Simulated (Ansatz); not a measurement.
Steps of a relaxation of C₃H₇BSSi (`S=CCB1C[SiH2]1`) with RKS PBE0-D4/def2-TZVP.

```sh
$ ansatz run in.yaml --threads 4 --pin off --events-out ev --progress --plain --max-ram 10444MiB
```

```yaml
crystal:
  periodic: [false, false, false]
  atoms:
    - {symbol: S, position_ang: [-1.577845, 3.348704, 0.136674]}
    - {symbol: C, position_ang: [-1.243447, 1.833064, 0.639587]}
    - {symbol: C, position_ang: [-1.241701, 0.606424, -0.214532]}
    - {symbol: B, position_ang: [0.186070, -0.046139, -0.307077]}
    - {symbol: C, position_ang: [0.819440, -1.151309, -1.121905]}
    - {symbol: Si, position_ang: [1.465740, -1.021415, 0.786541]}
    - {symbol: H, position_ang: [-0.952982, 1.648224, 1.698469]}
    - {symbol: H, position_ang: [-1.843253, -0.186035, 0.299434]}
    - {symbol: H, position_ang: [-1.691133, 0.798696, -1.210308]}
    - {symbol: H, position_ang: [1.859938, -1.045242, -1.491575]}
    - {symbol: H, position_ang: [0.252212, -1.872598, -1.741729]}
    - {symbol: H, position_ang: [1.028714, -1.983486, 1.858598]}
    - {symbol: H, position_ang: [2.958549, -0.963588, 0.682523]}
basis:
  gaussian: {orbitals: def2-TZVP}
hamiltonian: {xc: pbe0, dispersion: d4}
relax: {f_tol: 0.005, max_steps: 150}
```

Positions (Å) and forces (eV/Å) along the path, 10 of 12 steps:

```xyz
13
step=1 energy=-22602.2697 eV
S    -1.578    3.349    0.137    0.197   -0.878    0.303
C    -1.243    1.833    0.640   -0.033    0.325    0.066
C    -1.242    0.606   -0.215   -0.225   -0.031   -0.092
B     0.186   -0.046   -0.307    0.144   -0.237   -0.029
C     0.819   -1.151   -1.122    0.093   -0.068   -0.035
Si    1.466   -1.021    0.787   -0.019   -0.162   -0.279
H    -0.953    1.648    1.698   -0.171    0.154   -0.614
H    -1.843   -0.186    0.299    0.225    0.365   -0.208
H    -1.691    0.799   -1.210    0.219   -0.078    0.513
H     1.860   -1.045   -1.492   -0.489   -0.029    0.206
H     0.252   -1.873   -1.742    0.297    0.398    0.353
H     1.029   -1.983    1.859    0.089    0.228   -0.215
H     2.959   -0.964    0.683   -0.328    0.012    0.032
13
step=2 energy=-22602.3212 eV
S    -1.571    3.324    0.143    0.076   -0.386    0.145
C    -1.240    1.818    0.638    0.002    0.233   -0.058
C    -1.233    0.602   -0.216   -0.083   -0.008   -0.015
B     0.191   -0.044   -0.306    0.057   -0.095    0.062
C     0.813   -1.148   -1.115    0.056   -0.029    0.088
Si    1.462   -1.025    0.776   -0.080   -0.014   -0.225
H    -0.950    1.638    1.683   -0.066    0.047   -0.170
H    -1.835   -0.180    0.289    0.081    0.103   -0.073
H    -1.675    0.800   -1.200    0.063   -0.027    0.142
H     1.843   -1.046   -1.480   -0.129   -0.003    0.053
H     0.248   -1.858   -1.725    0.085    0.116    0.100
H     1.026   -1.964    1.848    0.023    0.062   -0.056
H     2.940   -0.953    0.680   -0.085    0.000    0.005
13
step=4 energy=-22602.3277 eV
S    -1.587    3.314    0.148    0.068    0.008   -0.016
C    -1.230    1.821    0.632   -0.249   -0.026    0.064
C    -1.219    0.608   -0.218    0.087    0.031   -0.004
B     0.198   -0.046   -0.290   -0.037    0.032   -0.019
C     0.809   -1.152   -1.102    0.031   -0.034    0.071
Si    1.467   -1.038    0.764   -0.022   -0.005   -0.063
H    -0.982    1.639    1.681    0.093    0.010   -0.007
H    -1.829   -0.169    0.276   -0.008    0.002    0.023
H    -1.650    0.807   -1.200    0.010   -0.007   -0.035
H     1.828   -1.048   -1.481    0.028    0.010   -0.014
H     0.237   -1.855   -1.704   -0.013   -0.011   -0.016
H     1.037   -1.966    1.841    0.004   -0.008    0.014
H     2.940   -0.950    0.668    0.008   -0.002    0.003
13
step=5 energy=-22602.3265 eV rejected
S    -1.573    3.311    0.150   -0.099    0.125   -0.041
C    -1.256    1.813    0.637    0.276   -0.017    0.015
C    -1.225    0.606   -0.220   -0.022    0.008    0.028
B     0.193   -0.044   -0.284   -0.052    0.098    0.000
C     0.810   -1.151   -1.091   -0.032   -0.040   -0.024
Si    1.463   -1.039    0.759    0.049   -0.009    0.069
H    -0.951    1.639    1.672   -0.090   -0.043    0.041
H    -1.835   -0.174    0.264   -0.038   -0.077    0.023
H    -1.645    0.806   -1.205   -0.036    0.008   -0.070
H     1.825   -1.037   -1.475    0.051    0.017   -0.033
H     0.241   -1.853   -1.693   -0.041   -0.053   -0.056
H     1.039   -1.964    1.838   -0.010   -0.032    0.033
H     2.934   -0.948    0.662    0.044    0.014    0.017
13
step=6 energy=-22602.3305 eV
S    -1.594    3.316    0.147    0.022    0.006   -0.003
C    -1.243    1.823    0.636   -0.062   -0.007    0.013
C    -1.214    0.612   -0.218    0.007    0.041   -0.006
B     0.200   -0.045   -0.286   -0.011    0.000    0.004
C     0.809   -1.159   -1.095    0.007   -0.007    0.018
Si    1.468   -1.046    0.761    0.018   -0.006   -0.030
H    -0.983    1.644    1.682    0.031   -0.003   -0.003
H    -1.824   -0.167    0.272   -0.009   -0.014   -0.009
H    -1.637    0.811   -1.205   -0.012   -0.010   -0.007
H     1.821   -1.041   -1.494    0.006    0.004    0.015
H     0.234   -1.861   -1.696   -0.005   -0.001    0.003
H     1.042   -1.973    1.842   -0.002    0.000   -0.001
H     2.940   -0.949    0.670    0.009   -0.002    0.004
13
step=7 energy=-22602.3310 eV
S    -1.590    3.318    0.151    0.004    0.000    0.001
C    -1.247    1.822    0.637    0.001    0.001    0.000
C    -1.217    0.614   -0.221    0.000    0.018    0.007
B     0.197   -0.045   -0.285   -0.004    0.001   -0.004
C     0.809   -1.161   -1.091   -0.010   -0.011   -0.003
Si    1.470   -1.046    0.759    0.009   -0.002    0.000
H    -0.978    1.641    1.681    0.002   -0.005   -0.005
H    -1.828   -0.168    0.265   -0.003   -0.007   -0.008
H    -1.637    0.814   -1.209   -0.003   -0.005    0.001
H     1.820   -1.040   -1.491   -0.001    0.008    0.005
H     0.234   -1.864   -1.690    0.004    0.000    0.003
H     1.046   -1.973    1.840    0.000    0.001    0.000
H     2.943   -0.946    0.670    0.002    0.001    0.003
13
step=9 energy=-22602.3312 eV
S    -1.583    3.319    0.155    0.000    0.002    0.000
C    -1.246    1.820    0.637    0.013    0.007   -0.004
C    -1.219    0.614   -0.223   -0.008    0.002    0.016
B     0.193   -0.049   -0.285   -0.006    0.004    0.000
C     0.808   -1.164   -1.090   -0.016   -0.001    0.008
Si    1.471   -1.045    0.759    0.004   -0.003    0.000
H    -0.976    1.636    1.680   -0.003   -0.006    0.000
H    -1.837   -0.165    0.260    0.009   -0.007   -0.011
H    -1.637    0.817   -1.211   -0.007    0.002   -0.007
H     1.817   -1.036   -1.492    0.011    0.006   -0.002
H     0.236   -1.871   -1.688    0.000   -0.007   -0.003
H     1.049   -1.973    1.840   -0.001    0.000    0.003
H     2.943   -0.938    0.671    0.004    0.001    0.000
13
step=10 energy=-22602.3313 eV
S    -1.574    3.320    0.161   -0.002   -0.002    0.001
C    -1.244    1.818    0.638    0.013    0.005   -0.004
C    -1.222    0.614   -0.225   -0.006   -0.005    0.009
B     0.190   -0.050   -0.287   -0.001    0.003   -0.001
C     0.807   -1.166   -1.089   -0.011   -0.004    0.006
Si    1.470   -1.042    0.758    0.002    0.000    0.001
H    -0.974    1.629    1.681   -0.007   -0.002    0.002
H    -1.840   -0.167    0.254    0.007    0.000   -0.004
H    -1.638    0.819   -1.213   -0.002    0.004   -0.004
H     1.815   -1.034   -1.491    0.006    0.003   -0.004
H     0.238   -1.876   -1.686    0.001   -0.004   -0.004
H     1.050   -1.967    1.843   -0.001    0.000    0.001
H     2.942   -0.933    0.671    0.001    0.001    0.001
13
step=11 energy=-22602.3313 eV
S    -1.568    3.321    0.165   -0.001   -0.004    0.001
C    -1.244    1.817    0.640    0.006    0.001   -0.002
C    -1.222    0.615   -0.227   -0.004   -0.004    0.001
B     0.189   -0.051   -0.288    0.002    0.000    0.000
C     0.805   -1.170   -1.087   -0.003   -0.003    0.000
Si    1.471   -1.041    0.757    0.001    0.002    0.004
H    -0.977    1.624    1.682   -0.006    0.001    0.000
H    -1.841   -0.167    0.248    0.004    0.003   -0.001
H    -1.637    0.823   -1.216    0.001    0.003    0.002
H     1.812   -1.033   -1.493   -0.002    0.000   -0.002
H     0.238   -1.882   -1.682    0.003   -0.001    0.000
H     1.052   -1.963    1.844    0.000    0.001   -0.001
H     2.943   -0.927    0.671   -0.001   -0.001   -0.002
13
step=12 energy=-22602.3314 eV
S    -1.564    3.322    0.169    0.002   -0.004    0.001
C    -1.244    1.816    0.641   -0.003   -0.002    0.001
C    -1.222    0.616   -0.229    0.000    0.000    0.001
B     0.188   -0.051   -0.289    0.004   -0.001   -0.005
C     0.805   -1.173   -1.086    0.000    0.000   -0.004
Si    1.472   -1.039    0.757    0.002   -0.002    0.002
H    -0.982    1.620    1.684   -0.002    0.002   -0.002
H    -1.842   -0.167    0.243    0.001    0.003    0.000
H    -1.635    0.827   -1.218    0.003    0.000    0.003
H     1.810   -1.033   -1.494   -0.005   -0.002    0.001
H     0.238   -1.888   -1.679    0.001    0.002    0.001
H     1.054   -1.960    1.846    0.001    0.002   -0.001
H     2.944   -0.925    0.668   -0.002    0.001    0.001
```

Run time 51 s (4 threads of an Intel Xeon on a shared host); peak host memory 0.81 GiB.
